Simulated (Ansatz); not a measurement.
Geometry optimisation, Ansatz 0.2.0, RKS B3LYP-D4/def2-SVP.

The input (input.yaml):

```yaml
crystal:
  periodic: [false, false, false]
  atoms:
    - { symbol: C, position_ang: [-0.577, 0.8256, -0.7971] }
    - { symbol: Si, position_ang: [-0.8062, -0.9116, -0.2796] }
    - { symbol: C, position_ang: [0.0162, -1.1096, 1.3483] }
    - { symbol: S, position_ang: [1.6243, -0.0651, 1.3394] }
    - { symbol: Si, position_ang: [1.1443, 1.184, -0.3716] }
    - { symbol: H, position_ang: [-1.3047, 1.5275, -0.2403] }
    - { symbol: H, position_ang: [-0.7968, 1.0141, -1.8707] }
    - { symbol: H, position_ang: [-2.2013, -1.2548, -0.1925] }
    - { symbol: H, position_ang: [-0.1803, -1.7721, -1.2627] }
    - { symbol: H, position_ang: [-0.5914, -0.7651, 2.2014] }
    - { symbol: H, position_ang: [0.3143, -2.1506, 1.5799] }
    - { symbol: H, position_ang: [2.0712, 0.8059, -1.4401] }
    - { symbol: H, position_ang: [1.3078, 2.6372, 0.0003] }
basis:
  gaussian: { orbitals: def2-SVP }
hamiltonian:
  xc: b3lyp
  dispersion: d4
relax:
  f_tol: 0.02
  max_steps: 50
output:
  orbitals: {}
```

Run as:

```bash
$ ansatz run input.yaml --threads 2 --pin off --max-ram 3072MiB --backend cpu --events-out ev --progress --plain --runs-dir out
```

Q: Where does it end, and by what steps?

A: It converged. The force dipped under the threshold on the way, but the program's further checks kept it going. After 20 steps the energy has fallen by 0.352 eV; H12 moved furthest, 0.81 Å.

```csv
step,energy less start (eV),largest force component (eV/Å),accepted
0,0.0000,2.127,yes
1,-0.2629,1.054,yes
2,-0.3197,0.260,yes
3,-0.3259,0.109,yes
4,-0.3272,0.034,yes
5,-0.3318,0.072,yes
6,-0.3313,0.211,no
7,-0.3340,0.133,yes
8,-0.3393,0.113,yes
9,-0.3412,0.102,yes
10,-0.3433,0.096,yes
11,-0.3464,0.093,yes
12,-0.3478,0.099,yes
13,-0.3490,0.099,yes
14,-0.3500,0.073,yes
15,-0.3511,0.067,yes
16,-0.3517,0.075,yes
17,-0.3519,0.049,yes
18,-0.3521,0.004,yes
19,-0.3522,0.010,yes
20,-0.3522,0.011,yes
```

```xyz
13
Properties=species:S:1:pos:R:3
C -0.510 0.726 -0.996
Si -0.970 -0.942 -0.219
C 0.137 -1.077 1.322
S 1.826 -0.461 0.868
Si 1.150 1.267 -0.257
H -1.282 1.484 -0.787
H -0.427 0.629 -2.091
H -2.419 -1.018 0.142
H -0.642 -2.061 -1.148
H -0.258 -0.511 2.181
H 0.264 -2.122 1.644
H 2.199 1.590 -1.264
H 0.951 2.461 0.619
```

The run took 38 s on 2 threads of AMD EPYC 9B45 (Zen 5), with other jobs on the host, peak memory 0.33 GiB.
